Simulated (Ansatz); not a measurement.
Pt2Au3⁺, relaxed as a singlet with RKS PBE-D4/def2-SVP in Ansatz, starting from the GFN1-xTB geometry. Force threshold 0.02 eV/Å.

In the def2 sets Au, Pt take a core potential; there is no spin–orbit coupling. The restricted singlet is unstable towards broken spin symmetry in Hartree–Fock (as tested in another run); at PBE-D4/def2-SVP this wasn't settled. Another isomer (singlet) lies 0.04 eV lower at PBE0-D4/def2-TZVP; other spin states weren't run for this one.

Start:

Cartesian coordinates in Å:
```
Pt 0.8367 -0.5942 -0.5514
Pt -0.7006 0.7737 0.5191
Au 1.2271 -2.7201 -1.2883
Au -2.7046 0.8018 1.6143
Au 1.3415 1.7388 -0.2937
```

| step | energy (eV) | largest force component (eV/Å) | SCF passes |
| --- | --- | --- | --- |
| 1 | -17573.2350 | 4.149 | 76 |
| 2 | -17574.6863 | 0.928 | 49 |
| 3 | -17575.0933 | 0.564 | 39 |
| 4 | -17575.3197 | 0.441 | 39 |
| 5 | -17575.4777 | 0.215 | 39 |
| 6 | -17575.5785 | 0.158 | 38 |
| 7 | -17575.6582 | 0.229 | 36 |
| 8 | -17575.7475 | 0.215 | 31 |
| 9 | -17575.8402 | 0.121 | 30 |
| 10 | -17575.9343 | 0.318 | 36 |
| 11 | -17576.1023 | 0.635 | 37 |
| 12 (rejected) | -17575.9585 | 1.204 | 37 |
| 13 | -17576.1607 | 0.605 | 33 |
| 14 | -17576.2059 | 0.110 | 31 |
| 15 | -17576.2242 | 0.053 | 31 |
| 16 | -17576.2401 | 0.030 | 30 |
| 17 | -17576.2420 | 0.006 | 24 |
| 18 | -17576.2423 | 0.007 | 25 |

Force components are those of the run's own axes.

End:

```xyz
5

Pt    0.875   -0.503    1.023
Pt   -0.875    0.502   -1.023
Au    0.317   -1.875   -1.192
Au   -1.675    0.115    1.489
Au    1.358    1.760   -0.297
```

Bonds formed: Pt1–Au4, Pt2–Au3 (atoms count from 1).

The force fell under the threshold at step 17, but the optimiser went on. No frequencies were taken in this run, so the end may be a saddle point.

Run time 2.2 min (4 threads of Intel Xeon on a shared host).
